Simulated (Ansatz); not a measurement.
Isolated molecules relaxed with PBE0-D4/def2-TZVP in Ansatz; ΔE leaves out vibrations. CCSD(T)/CBS adds triple-zeta CCSD(T) − MP2 to the extrapolated MP2 energy (def2 sets, frozen cores). This one scheme is used for every species. DFT in def2-TZVPP. HSE06 is defined as in plane-wave codes. Each species was taken in one conformer, which may not be the lowest.

Reaction (formal exchange of groups at a C–F bond): `FCN[SiH2]Cl` + CH₄ → `CCN[SiH2]Cl` + H–F

`FCN[SiH2]Cl`:

```xyz
10

F    -1.312    1.784   -0.782
C    -0.163    1.378   -0.110
N     0.277    0.113   -0.548
Si    0.001   -1.364    0.266
Cl    1.519   -1.861    1.573
H     0.584    2.155   -0.291
H    -0.415    1.347    0.953
H     0.789    0.121   -1.416
H    -1.220   -1.219    1.084
H    -0.061   -2.455   -0.728
```

CH₄:

Z-matrix (Å, degrees):
```
C
H 1 1.090
H 1 1.090 2 109.5
H 1 1.090 2 109.5 3 -120.0
H 1 1.090 2 109.5 3 120.0
```

`CCN[SiH2]Cl`:

```xyz
13

C    -1.310    0.827   -0.834
C     0.143    0.933   -0.407
N     0.821   -0.347   -0.304
Si    0.999   -1.226    1.136
Cl   -0.746   -2.074    1.879
H    -1.393    0.353   -1.816
H    -1.768    1.817   -0.903
H    -1.882    0.228   -0.123
H     0.207    1.424    0.570
H     0.691    1.577   -1.105
H     0.857   -0.855   -1.175
H     1.926   -2.350    0.880
H     1.456   -0.308    2.203
```

H–F:

```xyz
2

F    -0.078    0.439   -0.113
H     0.078   -0.439    0.113
```

Q: Is it downhill or uphill in electronic energy at CCSD(T)/CBS, and by how much? (An estimate is asked.)

A: Computed: Downhill: ΔE = -20.0 kJ/mol.

Q: What do these levels give: LDA (SPW92), revPBE-D4, HSE06-D4, BHLYP-D4, PBE, r2SCAN, PBE0, r2SCANh, r2SCAN0, HSE06, RPA@PBE/def2-TZVPP, CCSD/def2-TZVPP? (Estimate.)

A: The calculation gave: LDA (SPW92) -8.6, revPBE-D4 -11.5, HSE06-D4 -11.2, BHLYP-D4 -4.9, PBE -1.1, r2SCAN -0.6, PBE0 -6.3, r2SCANh -2.8, r2SCAN0 -5.8, HSE06 -6.5, RPA@PBE/def2-TZVPP -11.6, CCSD/def2-TZVPP -14.0 kJ/mol.

Largest T1 diagnostic among the species: 0.011.

In def2-TZVPP, CCSD(T) changes the Hartree–Fock value by −21.2 kJ/mol (the triples alone add −1.3 kJ/mol) and MP2 by −28.8 kJ/mol. From PBE to PBE0 (25 % exact exchange), in def2-TZVPP and without D4, ΔE moves by −5.2 kJ/mol.
